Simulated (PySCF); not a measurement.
PySCF input for fluoroethane cation (C₂H₅F), SMILES CCF (connectivity only; charge and spin as stated), charge +1, multiplicity 2, PBE0-D3(BJ)/def2-TZVP. Geometry: PBE0-D3(BJ)/def2-TZVP. The spin state was assumed, not searched.

```python
import numpy as np
from pyscf import gto, scf, dft, df
from pyscf.hessian import thermo

mol = gto.M(
    atom='''
    C    -0.17800410    1.19810625   -0.00000000
    C     0.42782607   -0.11386974    0.00000000
    F    -0.32886436   -1.17002142   -0.00000000
    H     0.56680006    1.99236170    0.00000001
    H    -0.86553417    1.30573651   -0.86267184
    H    -0.86553417    1.30573650    0.86267184
    H     1.31255783   -0.28953050    0.73830545
    H     1.31255784   -0.28953050   -0.73830545
    ''',
    basis='def2-TZVP',
    charge=1,
    spin=1,
    max_memory=1600,
    verbose=3,
)
mf = dft.UKS(mol, xc='pbe0').density_fit(auxbasis='def2-universal-jkfit')
mf.disp = 'd3bj'
mf.grids.level = 3
mf.conv_tol = 1e-11
mf.max_cycle = 100
mf.kernel()
fine, coarse = mf.grids, dft.Grids(mol).set(level=1).build(with_non0tab=True)
for _ in range(3):  # follow internal instabilities
    mf.grids = coarse
    mo, _, stable, _ = mf.stability(return_status=True, nroots=4)
    mf.grids = fine
    if stable:
        break
    mf.kernel(mf.make_rdm1(mo, mf.mo_occ))

# [left out here: the lines that compute and print the analytic Hessian (its translational invariance restored by hand, since the grid's response is missing), thermochemistry and intensities]
```

It prints:

```

WARN: HOMO -0.298206007645533 >= LUMO -0.298206007645543

converged SCF energy = -178.522291128383  <S^2> = 0.75360673  2S+1 = 2.0036035
<class 'pyscf.df.df_jk.DFUKS'> wavefunction is stable in the internal stability analysis

WARN: DFTD3 does not support analytical Hessian, using finite difference


WARN: Mole.unit (angstrom) is changed to Bohr

Mode                                 0                   1                   2
Irrep
Freq [cm^-1]                      118.2221            453.8477            509.6913
Reduced mass [au]                   1.1446              2.6386              1.5992
Force const [Dyne/A]                0.0094              0.3202              0.2448
Char temp [K]                     170.0953            652.9858            733.3323
Normal mode                   x     y     z       x     y     z       x     y     z
       0   C                -0.00  0.00  0.03    0.02  0.11  0.00   -0.00 -0.00 -0.04
       1   C                -0.00  0.00 -0.07   -0.13  0.02  0.00    0.00 -0.00  0.17
       2   F                 0.00 -0.00  0.05    0.05 -0.12 -0.00   -0.00  0.00 -0.04
       3   H                 0.00 -0.00  0.43    0.26 -0.10 -0.00   -0.00  0.00 -0.09
       4   H                 0.40  0.21 -0.29    0.08  0.33 -0.02    0.05 -0.12 -0.08
       5   H                -0.40 -0.21 -0.29    0.08  0.33  0.02   -0.05  0.12 -0.08
       6   H                 0.11 -0.00 -0.19   -0.09  0.08 -0.03    0.28 -0.25 -0.36
       7   H                -0.11  0.00 -0.19   -0.09  0.08  0.03   -0.28  0.25 -0.36
Mode                                 3                   4                   5
Irrep
Freq [cm^-1]                      762.9694            924.7104            935.5854
Reduced mass [au]                   1.2627              1.1431              1.7025
Force const [Dyne/A]                0.4331              0.5759              0.8780
Char temp [K]                    1097.7430           1330.4524           1346.0990
Normal mode                   x     y     z       x     y     z       x     y     z
       0   C                 0.00  0.00 -0.12   -0.07  0.06 -0.00   -0.05 -0.14 -0.00
       1   C                -0.00  0.00  0.05   -0.03 -0.02  0.00   -0.05 -0.01  0.00
       2   F                 0.00 -0.00  0.01    0.01  0.01 -0.00    0.02  0.08 -0.00
       3   H                 0.00  0.00  0.32   -0.05  0.05  0.00    0.31 -0.48 -0.00
       4   H                -0.22  0.50  0.16    0.18 -0.03 -0.16    0.14  0.15 -0.10
       5   H                 0.22 -0.50  0.16    0.18 -0.03  0.16    0.14  0.15  0.10
       6   H                -0.04 -0.09 -0.02    0.32 -0.33 -0.40    0.09  0.21 -0.09
       7   H                 0.04  0.09 -0.02    0.32 -0.33  0.40    0.09  0.21  0.09
Mode                                 6                   7                   8
Irrep
Freq [cm^-1]                      991.5904           1075.0720           1178.6382
Reduced mass [au]                   1.0844              1.3825              1.7511
Force const [Dyne/A]                0.6282              0.9415              1.4333
Char temp [K]                    1426.6778           1546.7893           1695.7980
Normal mode                   x     y     z       x     y     z       x     y     z
       0   C                 0.00 -0.00 -0.00    0.11 -0.01  0.00   -0.05  0.03  0.00
       1   C                -0.00  0.00  0.07   -0.10  0.02 -0.00    0.14 -0.07 -0.00
       2   F                -0.00 -0.00 -0.04   -0.02 -0.02  0.00   -0.07 -0.04 -0.00
       3   H                -0.00  0.00  0.07   -0.08  0.15  0.00   -0.06  0.05 -0.00
       4   H                -0.03  0.04  0.02   -0.06 -0.28  0.10   -0.08  0.30  0.04
       5   H                 0.03 -0.04  0.02   -0.06 -0.28 -0.10   -0.08  0.30 -0.04
       6   H                 0.21  0.63 -0.09    0.21  0.36 -0.27    0.28  0.29 -0.06
       7   H                -0.21 -0.63 -0.09    0.21  0.36  0.27    0.28  0.29  0.06
Mode                                 9                  10                  11
Irrep
Freq [cm^-1]                     1278.0262           1308.2682           1419.5103
Reduced mass [au]                   1.2736              1.0524              1.9269
Force const [Dyne/A]                1.2256              1.0613              2.2877
Char temp [K]                    1838.7951           1882.3066           2042.3592
Normal mode                   x     y     z       x     y     z       x     y     z
       0   C                -0.04  0.04  0.00   -0.00  0.00 -0.06    0.01  0.01 -0.00
       1   C                 0.05  0.07  0.00    0.00  0.00 -0.02   -0.07 -0.17  0.00
       2   F                -0.05 -0.06 -0.00   -0.00 -0.00  0.01    0.04  0.06 -0.00
       3   H                 0.06 -0.04 -0.00    0.00 -0.00  0.75   -0.35  0.35  0.00
       4   H                 0.38 -0.26 -0.34   -0.17 -0.40  0.05    0.22  0.08 -0.15
       5   H                 0.38 -0.26  0.34    0.17  0.40  0.05    0.22  0.08  0.15
       6   H                -0.03  0.19  0.13   -0.01 -0.01 -0.02   -0.09  0.14  0.12
       7   H                -0.03  0.19 -0.13    0.01  0.01 -0.02   -0.09  0.14 -0.12
Mode                                12                  13                  14
Irrep
Freq [cm^-1]                     1443.7583           2231.2902           2562.3548
Reduced mass [au]                   1.8377              1.0313              1.1003
Force const [Dyne/A]                2.2570              3.0250              4.2565
Char temp [K]                    2077.2468           3210.3299           3686.6580
Normal mode                   x     y     z       x     y     z       x     y     z
       0   C                 0.04 -0.14 -0.00   -0.00  0.00 -0.01   -0.00  0.00 -0.00
       1   C                -0.00  0.13  0.00    0.00  0.00 -0.04    0.08 -0.03  0.00
       2   F                -0.02 -0.04 -0.00    0.00  0.00 -0.01    0.00  0.00  0.00
       3   H                -0.41  0.29  0.00   -0.00  0.00  0.02    0.02  0.00 -0.00
       4   H                 0.17  0.29 -0.04   -0.03  0.03 -0.01   -0.03  0.00 -0.07
       5   H                 0.17  0.29  0.04    0.03 -0.03 -0.01   -0.03  0.00  0.07
       6   H                -0.01 -0.07 -0.07    0.56 -0.11  0.39   -0.47  0.10 -0.46
       7   H                -0.01 -0.07  0.07   -0.56  0.11  0.39   -0.47  0.10  0.46
Mode                                15                  16                  17
Irrep
Freq [cm^-1]                     2923.0756           2929.0280           3172.3883
Reduced mass [au]                   1.0487              1.0825              1.0941
Force const [Dyne/A]                5.2795              5.4718              6.4878
Char temp [K]                    4205.6549           4214.2192           4564.3604
Normal mode                   x     y     z       x     y     z       x     y     z
       0   C                 0.05 -0.02 -0.00    0.00 -0.00  0.08   -0.06 -0.06 -0.00
       1   C                -0.01  0.00 -0.00   -0.00  0.00  0.01   -0.00  0.00 -0.00
       2   F                 0.00  0.00  0.00    0.00  0.00 -0.00   -0.00  0.00  0.00
       3   H                 0.14  0.14 -0.00    0.00  0.00  0.02    0.64  0.68 -0.00
       4   H                -0.39  0.06 -0.54   -0.44  0.07 -0.51    0.06 -0.02  0.10
       5   H                -0.39  0.06  0.54    0.44 -0.07 -0.51    0.06 -0.02 -0.10
       6   H                 0.06 -0.02  0.03   -0.02 -0.01 -0.01   -0.00  0.00  0.00
       7   H                 0.06 -0.02 -0.03    0.02  0.01 -0.01   -0.00  0.00 -0.00
temperature 298.1500 [K]
pressure 101325.00 [Pa]
Rotational constants [GHz] 40.85623 9.50587 8.37605
Symmetry number 1
Zero-point energy (ZPE) 0.05973 [Eh]   156818.625 [J/mol]
                           tot       elec      trans        rot        vib
Entropy [J/mol/K]       277.666      5.763    157.042     92.541     22.319
Cv [J/mol/K]             56.562      0.000     12.472     12.472     31.619
Cp [J/mol/K]             64.876      0.000     20.786     12.472     31.619
Internal energy [J/mol]                      3718.434   3718.434 160715.564
Internal energy [Eh]   -178.45825  -178.52229
Enthalpy [J/mol]                             6197.391   3718.434 160715.564
Enthalpy [Eh]          -178.45730
Gibbs free energy [J/mol]                  -40624.659 -23872.733 154061.006
Gibbs free energy [Eh] -178.48883
mode   freq/cm-1   IR/(km/mol)
   1      118.22        24.784
   2      453.85         9.720
   3      509.69        37.405
   4      762.97         1.866
   5      924.71       493.883
   6      935.59        21.109
   7      991.59         0.448
   8     1075.07        57.901
   9     1178.64        72.982
  10     1278.03        66.521
  11     1308.27        21.610
  12     1419.51        47.077
  13     1443.76        84.115
  14     2231.29       122.091
  15     2562.35       101.730
  16     2923.08       250.823
  17     2929.03        48.027
  18     3172.39        13.960
max |gradient| / (hartree/bohr): 0.0001362509996047611
APT charges: [-0.3826  0.4686 -0.3026  0.1196  0.2216  0.2216  0.3269  0.3269]
```

The calculation finished and met its thresholds.

Cost: around 2.8 core-minutes (rough).
